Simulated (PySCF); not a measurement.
NMR data simulated for an unnamed compound:

¹H NMR (400 MHz, computed): δ 6.23 (m, 1H), 4.17 (m, 2H), 4.13 (m, 1H), 3.53 (m, 2H), 1.04 (m, 2H), 0.66 (m, 2H).

¹³C{¹H} NMR (computed): δ 126.5 (CH), 67.9 (CH2), 8.7 (CH2).

- GIAO PBE0/pcSseg-1 shieldings
- structure optimised with PBE0-D3(BJ)/def2-SVP
- run in PySCF 2.14.0 with density-fitted response routines
- one conformer, non-relativistic Hamiltonian, isolated molecule, rapidly exchanging positions averaged

Scale: TMS for ¹H, ¹³C (reference shieldings calculated alike).

**Question.** Which of these does the molecule contain: a methoxy group, a heteroaromatic ring, a Si–H bond, a three-membered ring?

**Answer.** 
- A methoxy group: no.
- A heteroaromatic ring: no.
- A Si–H bond: yes (δH 4.13 (m)).
- A three-membered ring: no.

The data belong to `FC(F)[SiH]1CCOCC1`, C5H10F2OSi; they needn't prove each group on their own.

Carbon signals by region: 1 in the sp2 and nitrile region (100–160 ppm), 1 at 50–100 ppm, 1 below 50 ppm.

Splittings by ¹⁹F in the carbon and heteronuclear signals aren't shown, as no couplings were computed. Shifts are as computed. Against solution values, carbons near 30 ppm lie about +2 ppm off and those near 130 ppm about +5 ppm. Of 1211 compounds with measured shifts, 218 miss one by over three times the rms of a fit or turn the order of signals round; such compounds aren't used in these exercises. Multiplicities follow the n + 1 count of equivalent neighbours, as no J values were calculated; m marks all less simple cases, F and P coupling included.
